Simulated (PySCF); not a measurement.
Nd³⁺ (neodymium, charge +3) across methods

[Xe] 4f3, one real determinant. All numbers are calculated (PySCF 2.14, the spin-free X2C one-electron Hamiltonian (Gaussian nucleus), in cc-pVDZ-X2C).

```csv
method,E (hartree),mean ε 5p α (eV),mean ε 5p β (eV),mean ε 4f α (eV),Σ⟨r²⟩ (bohr²),⟨S²⟩
r2SCAN,-9621.85,-49.084,-47.948,-32.889,37.29,3.752
M06,-9621.96,-50.118,-49.030,-34.612,37.34,3.752
PBE,-9621.46,-48.431,-47.415,-32.231,37.30,3.751
LDA,-9614.09,-48.638,-47.631,-32.233,37.27,3.751
UHF,-9618.34087,-54.714,-53.256,-42.471,37.42,3.752
BHandHLYP,-9621.79,-51.927,-50.795,-37.697,37.34,3.751
PBE0,-9621.48,-50.314,-49.226,-35.002,37.27,3.751
TPSS,-9621.47,-48.618,-47.582,-32.320,37.32,3.751
```

⟨L²⟩ = 34.00 against 42 for a pure I term, so this real determinant mixes terms. Spin-orbit coupling, absent here, splits the open shell strongly.
